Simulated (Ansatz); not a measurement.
Reaction (SMILES): Br[SiH](Br)Br [tribromosilane] -> Br[SiH]Br + Br atom (the Br-Si bond at the site shown breaks; other sites are not compared here)
Geometries: B3LYP-D3(BJ)/def2-TZVP minima from Ansatz (an electronic-structure program). Frequencies are from Ansatz.

Wanted: bond dissociation energy (0 K, with B3LYP-D3(BJ) harmonic zero-point energies), in kJ/mol. Cores are frozen in the correlated levels unless marked. UHF or UKS for open shells. Spin-orbit coupling is left out. Frozen are the shells of the preceding noble gas and the d and f shells that filled before the atom's block. No relativistic terms. CBS marks a two-point X^-3 extrapolation of the correlation energy; Hartree-Fock from the larger set.

```
level           program  bond dissociation energy (kJ/mol)
--------------  -------  ---------------------------------
HF/def2-TZVPPD   Ansatz                              276.6
```

Question: What does CCSD(T)/CBS(def2-TZVPPD,def2-QZVPPD) (Ansatz) give?

Answer: 394.8 kJ/mol
